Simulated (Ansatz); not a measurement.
Reaction (hydrogenolysis of the Si–N bond): `N[Si](N)(F)F` + H₂ → `N[SiH](F)F` + NH₃

Program: Ansatz. Geometries: PBE0-D4/def2-TZVP. ΔE: electronic, gas phase. CBS: MP2 limit from def2 TZ/QZ plus the TZ coupled-cluster correction, frozen cores. This one scheme is used for every species. Functionals use def2-TZVPP. Each species was taken in one conformer, which may not be the lowest.

Is it downhill or uphill in electronic energy at CCSD(T)/CBS, and by how much? (An estimate is asked.)

The calculation gave: Uphill: ΔE = +59.6 kJ/mol.

What do these levels give: PBE0-D4, r2SCAN, r2SCAN0, BHLYP, CCSD(T)/def2-SVP, HF/def2-QZVPP? (Estimate.)

The calculation gave: PBE0-D4 57.7, r2SCAN 63.1, r2SCAN0 62.6, BHLYP 54.3, CCSD(T)/def2-SVP 48.3, HF/def2-QZVPP 49.3 kJ/mol.

Largest T1 diagnostic among the species: 0.011.

In def2-TZVPP, CCSD(T) changes the Hartree–Fock value by +8.6 kJ/mol (the triples alone add +2.1 kJ/mol) and MP2 by +13.1 kJ/mol. Leaving LDA and LC-ωPBE aside and taking each functional with its dispersion term where it has one, the values, not all of them listed here, spread over 8.8 kJ/mol, from B2PLYP to r2SCAN-D4. LDA lies +13.1 kJ/mol from PBE without D4. From BLYP to BHLYP (50 % exact exchange), in def2-TZVPP and without D4, ΔE moves by +7.0 kJ/mol.
